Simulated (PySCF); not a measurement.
Numbering as in the mapped SMILES `[NH2:1][SiH2:2][SiH2:3][PH2:4]`; H(Xn) means a hydrogen on atom n.

Theoretical values (PySCF 2.14.0 with density-fitted response routines): σ from GIAO-PBE0/pcSseg-1, PBE0-D3(BJ)/def2-SVP structure. A single conformation, gas phase, equivalent nuclei averaged, no relativistic terms.

δ = σ(ref) − σ, references computed at the same level: $^{1}$H (31.27 ppm), $^{29}$Si (351.99 ppm) vs TMS; $^{15}$N (265.67 ppm) against NH3; $^{31}$P (310.13 ppm) vs H3PO4.

```
 atoms    nucleus  count  Hirshfeld charge  δ (ppm)
H(Si2)    $^{1}$H      2             -0.09     4.92
 H(P4)    $^{1}$H      2             -0.01        ?
    P4   $^{31}$P      1             -0.02   -296.7
H(Si3)    $^{1}$H      2             -0.08     4.06
 H(N1)    $^{1}$H      2              0.12    -0.12
   Si2  $^{29}$Si      1              0.27    -51.8
    N1   $^{15}$N      1             -0.31        ?
   Si3  $^{29}$Si      1              0.18    -81.6
```

Task: Complete the table.

Result: 
- H(P4): 1.76 ppm, hydrogen on a phosphorus bonded to Si
- N1: 0.3 ppm, nitrogen bonded to Si, 2 H

Exchangeable OH/NH protons stand at their gas-phase positions; hydrogen bonding in a real sample shifts them, mostly to higher δ. Experimental scales use liquid or dissolved standards, which lie at an offset from isolated NH3 (liquid NH3: subtract about 20 ppm) and H3PO4.
